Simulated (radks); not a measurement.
Values are calculated unless marked as measured or tabulated.
Spin polarisation of the 5d2 shell in Ce+. Start: [Xe] 4f(up 0.5, down 0.5) 5d(up 1, down 1); electrons of 5d are moved from spin down to spin up, other shells keep equal spins. Level of theory: non-relativistic Kohn-Sham, SCAN, spin-polarised, spherical densities, point nucleus; meta-GGA in the generalised Kohn-Sham scheme (a radial shooting solver on a logarithmic mesh with Libxc functionals).

| moment (Bohr magnetons) | E - E(0) (eV) | e(5d up) (eV) | e(5d down) (eV) | 4f down minus up (eV) |
|---|---|---|---|---|
| 0 | 0.000 | -7.220 | -7.220 | 0.000 |
| 0.5 | -0.048 | -7.403 | -7.007 | 0.082 |
| 1 | -0.200 | -7.561 | -6.755 | 0.162 |
| 1.5 | -0.455 | -7.698 | -6.438 | 0.243 |

At moment 1.5 the spin-polarisation energy is -0.455 eV and the 5d exchange splitting 1.259 eV, that is 0.839 eV per Bohr magneton; E = -I m^2/4 would give I = 0.808 eV.
